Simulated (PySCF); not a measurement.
**Cr(OH)₂: from structure and modes to constants**

Level of theory: PySCF, UPBE0, basis Cr def2-SVP, O def2-SVP, H def2-SVP (no relativity, density fitting).

The quintet minimum has C2 symmetry. Masses (u): Cr 51.94051, O 15.99492, H 1.00782.

```xyz
5
charge 0 multiplicity 5, angstrom
Cr    0.0000    0.0000   -0.2293
O     1.6986   -0.0205    0.3210
O    -1.6986    0.0205    0.3210
H     2.1426   -0.7609    0.7459
H    -2.1426    0.7609    0.7459
```

Harmonic wavenumbers (cm⁻¹): 105.8 (a, ×1), 317.7 (b, ×1), 403.7 (a, ×1), 535.0 (b, ×1), 611.3 (a, ×1), 665.2 (a, ×1), 766.0 (b, ×1), 3913.7 (b, ×1), 3914.7 (a, ×1).

Find the principal moments of inertia and the rotational constants. What kind of rotor is it?

About the centre of mass I = 8.1368, 102.73, 108.89 u Å². With B = 16.8576/I this gives 2.072, 0.1641, 0.1548 cm⁻¹. The molecule is an asymmetric top with κ = -0.99.

What is the harmonic zero-point energy?

Half the sum of all 9 wavenumbers, 11233/2 = 5617 cm⁻¹, which is 67.2 kJ/mol (1 cm⁻¹ = 0.0119627 kJ/mol).

Find the vibrational entropy and heat capacity at 298.15 K.

With u = 1.43878 ω/T, each mode gives S = R[u/(eᵘ−1) − ln(1−e⁻ᵘ)] and C = R u² eᵘ/(eᵘ−1)².
```json
{"ω (cm⁻¹)": "105.8", "u": "0.511", "S (J/(mol K))": "13.99", "C (J/(mol K))": "8.14"}
{"ω (cm⁻¹)": "317.7", "u": "1.533", "S (J/(mol K))": "5.53", "C (J/(mol K))": "6.86"}
{"ω (cm⁻¹)": "403.7", "u": "1.948", "S (J/(mol K))": "3.97", "C (J/(mol K))": "6.12"}
{"ω (cm⁻¹)": "535.0", "u": "2.582", "S (J/(mol K))": "2.41", "C (J/(mol K))": "4.91"}
{"ω (cm⁻¹)": "611.3", "u": "2.950", "S (J/(mol K))": "1.80", "C (J/(mol K))": "4.22"}
{"ω (cm⁻¹)": "665.2", "u": "3.210", "S (J/(mol K))": "1.47", "C (J/(mol K))": "3.75"}
{"ω (cm⁻¹)": "766.0", "u": "3.696", "S (J/(mol K))": "0.99", "C (J/(mol K))": "2.96"}
{"ω (cm⁻¹)": "3913.7", "u": "18.886", "S (J/(mol K))": "0.00", "C (J/(mol K))": "0.00"}
{"ω (cm⁻¹)": "3914.7", "u": "18.891", "S (J/(mol K))": "0.00", "C (J/(mol K))": "0.00"}
```
The sums over all modes are S = 30.2 and C = 37.0 J/(mol K); the softest mode gives 46 % of the entropy.

This need not be the most stable arrangement of these atoms. Other spin states or occupations of the open shell can lie lower.
